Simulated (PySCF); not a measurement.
Where the electron goes

C6H7N3.
Cartesian coordinates in Å at the GFN2-xTB level; atoms count from 1:
```xyz
16
C6H7N3 angstrom
C      3.993   -1.129    0.246
C      2.838   -0.815    0.175
C      1.487   -0.426    0.092
N      1.091    0.869   -0.024
C     -0.218    0.795   -0.070
C     -1.165    1.925   -0.193
N     -0.605   -0.500    0.015
C     -1.926   -1.051    0.001
N      0.478   -1.279    0.118
H      5.002   -1.410    0.307
H     -1.763    1.826   -1.099
H     -0.603    2.853   -0.235
H     -1.839    1.951    0.663
H     -2.431   -0.808   -0.937
H     -1.834   -2.131    0.095
H     -2.513   -0.659    0.834
```

Theory: TDDFT wB97X-D/def2-SVPD, vertical, gas phase, core orbitals frozen in the response (PySCF).

Frontier orbitals with the atoms that hold most of them (Löwdin shares over 4%, at most four atoms; ? is withheld):

| orbital | ε (eV) | atoms |
| --- | --- | --- |
| HOMO-3 | -10.16 | N4 36%, N9 17%, C5 15%, N7 8% |
| HOMO-2 | -10.07 | C2 42%, C1 41%, N4 5%, C3 4% |
| HOMO-1 | -9.95 | ? |
| HOMO | -8.71 | C1 21%, N9 16%, C2 16%, N7 15% |
| LUMO | 1.31 | ? |
| LUMO+1 | 1.99 | C8 25%, C6 17%, H16 9%, H14 9% |
| LUMO+2 | 2.35 | C5 27%, N4 25%, N7 11%, C6 8% |

**Question.** Which atoms hold the HOMO-1, and with what shares?

**Answer.** N4 (bonded to 2 C) 49%; N9 (bonded to C and N) 26%; C3 (bonded to C and 2 N) 8%; C5 (bonded to C and 2 N) 6%. By element: nitrogen 75% or more, carbon 14% or more.

**Question.** Give the leading atoms of the LUMO.

**Answer.** N9 (bonded to C and N) 24%; C1 (bonded to C and H) 17%; C3 (bonded to C and 2 N) 15%; C2 (bonded to 2 C) 14%. By element: carbon 46% or more, nitrogen 24% or more.

**Question.** How does S1 compare with the orbital gap of 10.02 eV?

**Answer.** S1 is at 5.91 eV (f = 0.269), 4.11 eV below the gap, made of HOMO→LUMO (79%). 

**Question.** One configuration dominates each of S1, S3 and S7. Which, and how do the shares of the two leading atoms of either orbital change from the occupied to the empty one?

**Answer.** 
- S1 (5.91 eV, f 0.269), HOMO→LUMO (79%): C1 21% → 17%, N9 16% → 24%
- S3 (6.17 eV, f 0.0016), HOMO-1→LUMO (76%): N4 49% → at most 14%, N9 26% → 24%, C1 at most 6% → 17%
- S7 (7.07 eV, f 0.0008), HOMO→LUMO+1 (74%): C1 21% → at most 10%, N9 16% → at most 10%, C8 at most 15% → 25%, C6 at most 15% → 17%

Löwdin shares depend on the basis, the more so with diffuse functions.
